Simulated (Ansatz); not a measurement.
```yaml
crystal:
  periodic: [false, false, false]
  atoms:
    - {symbol: O, position_ang: [-0.003256, 0.134947, 1.247238]}
    - {symbol: Si, position_ang: [0.420117, -0.320659, 0.236700]}
    - {symbol: B, position_ang: [-0.355493, 0.080360, -0.841793]}
    - {symbol: F, position_ang: [-0.260661, -0.224759, -1.685123]}
    - {symbol: Cl, position_ang: [-1.021780, 0.849576, -0.605358]}
    - {symbol: H, position_ang: [-0.355371, 0.703041, 1.016913]}
    - {symbol: H, position_ang: [1.406923, -0.025427, 0.092319]}
    - {symbol: H, position_ang: [0.404289, -1.354650, 0.322874]}
basis:
  gaussian: {orbitals: aug-cc-pVTZ}
hamiltonian: {xc: {name: PBE0-DH}}
```

```sh
$ ansatz run in.yaml --threads 2 --pin off --events-out ev --progress --plain --max-ram 4352MiB
```

Output, abridged:

```
Functional definition: PBE0-DH
1757 factors; integrals over basis functions are off by at most 1.1e-3 eV
mean field evaluation 1: about -25793.5359 eV, gradient 1.0e2 eV
mean field evaluation 2: about -25793.9157 eV, gradient 1.0e2 eV
mean field evaluation 4: about -25809.4196 eV, gradient 2.1e1 eV
mean field evaluation 8: about -25810.3694 eV, gradient 1.1e0 eV
mean field evaluation 16: about -25810.3725 eV, gradient 6.7e-4 eV
mean field -25810.37254993 eV, -948.5136963110 hartree, gradient 9.3e-6 eV, S^2 0.000000; 0 other end points of the search recorded, 0 dependent functions left out
13 core orbitals not correlated: weight in the atoms' cores, before any rotation towards them, 0.998 or more for the frozen orbitals, at most 0.001 for the correlated occupied ones
reference -25810.37257993 eV, -948.5136974135 hartree; 15, 15 occupied and 279, 279 virtual orbitals, 1757 factors
second order -30.36203650 eV of doubles, -0.00000000 eV of singles
Total energy: -25814.16783449 eV, -948.6531704461 hartree
```

(1) What is wrong with this run?

Results:

(1) The geometry is squeezed to about two thirds of its size. The run converged. The result belongs to that input, not to the molecule as meant.
